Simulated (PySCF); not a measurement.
HOSi, SMILES [SiH]=O (connectivity only; charge and spin as stated), charge +1, multiplicity 1. Atoms are numbered in the order given.

```xyz
3

O      0.0000     0.0000     1.0330
Si     0.0000     0.0000    -0.4519
H      0.0000     0.0000    -1.9375
```
Charge +1, spin multiplicity 1.

The structure is a stationary point at PBE0-D3(BJ)/def2-TZVPD. The spin state was assumed, not searched. The isomer is the one that the SMILES or the coordinates give; other isomers of the formula were not compared.

These are PySCF with CAM-B3LYP/def2-TZVPD values and carry that method's errors.

The molecule is in vacuum.

```yaml
total_energy: -364.95430 hartree
point_group: C∞v
highest_occupied_level: -18.65 eV
lowest_empty_level: -8.90 eV
orbital_gap: 9.75 eV
dipole_moment_about_the_centre_of_nuclear_charge: 6.03 D
mean_static_polarisability: 21.6 bohr³ (3.21 Å³)
polarisability_principal_values: 17.6, 17.6, 29.7 bohr³
```
